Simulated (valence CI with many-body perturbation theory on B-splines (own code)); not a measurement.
Sensitivity of CI+MBPT for Cr+

Calculated by valence CI with perturbative core correlation (CI+MBPT): five valence electrons over a frozen Dirac-Fock core [Ar], a basis of 6 s, 6 p, 5 d, 5 f, 1 g functions for each j, with the one-electron correlation potential Σ1, the two-electron term Σ2, the three-electron term Σ3, Breit, model QED; selected CI, second order for the rest, scaled by the run's own slope (own B-spline code, finite nucleus).

Set against measurement, 16 paired levels are off by 2822 cm⁻¹ on average, the worst by 4737. These come from a selection out of the NIST Handbook of Basic Atomic Spectroscopic Data. Levels without a partner in it may be off by more, other configurations by 1,000 to 4,000 cm⁻¹. Among the levels kept, up to 2200 cm⁻¹ of a level comes from second order outside the variational space, and about a tenth of that is noise between levels of different J, which matters for small intervals. Only levels of the ground parity were solved; by the run's estimate the other parity begins above the list, which can be wrong where configurations are misplaced.

The reference run has the lowest level 3d⁵ ⁶S_5/2 and an ionisation energy of 15.7588 eV. Its largest variational space holds 9992 state functions.

Changed runs:
A. scale of Σ1 1 → 0; scale of Σ2 1 → 0; three-electron term on → off
B. Breit term on → off; QED terms on → off
C. correlating orbitals by l 3 3 3 3 1 → 6 1 5 3 1; scale of Σ1 1 → 0
D. Davidson tolerance 2e-05 → 0.03 (bad on purpose)

Excitation energies of the reference run in cm⁻¹, and shifts in cm⁻¹:

```tsv
Level	Reference	B	C	D
3d⁴4s ⁶D_1/2	7242	-140	-4135	-46
3d⁴4s ⁶D_3/2	7349	-134	-4153	-88
3d⁴4s ⁶D_5/2	7499	-116	-4222	-137
3d⁴4s ⁶D_7/2	7639	-86	-4232	-141
3d⁴4s ⁶D_9/2	7760	-45	-4198	-91
3d⁴4s ⁴D_1/2	14850	-129	-4139	-9.2
3d⁴4s ⁴D_3/2	15012	-117	-4168	-112
3d⁴4s ⁴D_5/2	15195	-90	-4245	-172
3d⁴4s ⁴D_7/2	15405	-44	-4256	-149
3d⁵ ⁴G_5/2	19875	-20	-883	-17
3d⁵ ⁴G_7/2	19876	-4.5	-1059	-18
3d⁵ ⁴G_11/2	19880	+38	-830	-64
Ionisation energy (eV)	15.7588	-0.0120	-0.7572	-0.0022
```

Run A ends with another lowest level, 3d⁴4s ⁶D_1/2, and an ionisation energy of 15.1643 eV.
